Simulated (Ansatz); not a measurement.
Species: C₂H₅OSi, SMILES `C=C[SiH2][O-]` (C–C–Si–O torsion 0°) (charge -1, multiplicity 1).

Task: Give a relaxed geometry from CAM-B3LYP-D3(BJ)/def2-TZVPD in Ansatz (a quantum-chemistry and plane-wave program).

Result: This is not unique; one that fits is the end point of this relaxation, one of several conformers (outside a Z-matrix the atoms follow the SMILES, hydrogens last).
Bond lengths (Å): C1–C2 1.328, C1–H5 1.089, C1–H6 1.086, C2–Si3 1.901, C2–H7 1.093, Si3–O4 1.558, Si3–H8 1.521, Si3–H9 1.521. Angles (°): C2–C1–H5 123.1, C2–C1–H6 120.0, H5–C1–H6 116.9, C1–C2–Si3 123.7, C1–C2–H7 117.3, Si3–C2–H7 119.0, C2–Si3–O4 115.8, C2–Si3–H8 101.5, C2–Si3–H9 101.5, O4–Si3–H8 117.1, O4–Si3–H9 117.1, H8–Si3–H9 101.2.
